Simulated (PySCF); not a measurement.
Atom-mapped SMILES (the numbers label the heavy atoms): `[F:1][C:2]([F:3])([F:4])[c:5]1[cH:6][n:7][nH:8][n:9]1`. Hydrogens are named by the atom that carries them.

- shielding tensors at PBE0/pcSseg-1 (GIAO)
- structure optimised with GFN2-xTB
- program: PySCF 2.14.0 with density-fitted response routines
- gas phase, a single conformation, averaged over atoms made equivalent by symmetry, fast rotation or ring inversion, relativity neglected

List the cross peaks expected in HSQC, COSY and HMBC spectra.

## Answers



HSQC (one-bond C–H):
```tsv
δH	δC
8.07 (H(C6))	138.2 (C6)
```

HMBC (two and three bonds, from the bond graph):
```tsv
δH	δC
8.07 (H(C6))	145.9 (C5), 130.7 (C2)
```

No COSY cross peaks are expected.

References, each an isolated molecule treated in the same way: $^{1}$H and $^{13}$C vs TMS.

OH and NH positions are those of a molecule without intermolecular hydrogen bonds; in solution they move with solvent, concentration and temperature, and exchange usually removes their couplings. Shifts are as computed. Against solution values, carbons near 30 ppm lie about +3 ppm off and those near 130 ppm about +5 ppm. Of 1211 compounds with measured shifts, 218 miss one by over three times the rms of a fit or turn the order of signals round; such compounds aren't used in these exercises.
